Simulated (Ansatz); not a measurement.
CH4OSSi (`C1O[SiH2]S1`). Charge 0, multiplicity 1.

| atom | x (Å) | y (Å) | z (Å) |
| --- | --- | --- | --- |
| C1 | -1.057 | -0.493 | -0.203 |
| O2 | -0.481 | 0.208 | 0.886 |
| Si3 | 1.024 | 0.495 | 0.236 |
| S4 | 0.301 | -0.536 | -1.474 |
| H5 | -1.922 | 0.041 | -0.598 |
| H6 | -1.331 | -1.509 | 0.087 |
| H7 | 1.336 | 1.938 | 0.073 |
| H8 | 2.130 | -0.143 | 0.993 |

**Question.** Give the diagnostics of a CCSD(T)/def2-TZVPP run (frozen core, the Gaussian-basis code of Ansatz). (Estimate.)

**Answer.** Computed: T1 = 0.0116, largest single amplitude 0.016, largest double 0.024, (T) share of the correlation energy 4.1 %, 9 CCSD cycles. The RHF solution is stable towards an unrestricted one. T1 lies under the customary mark of 0.02 for closed shells.
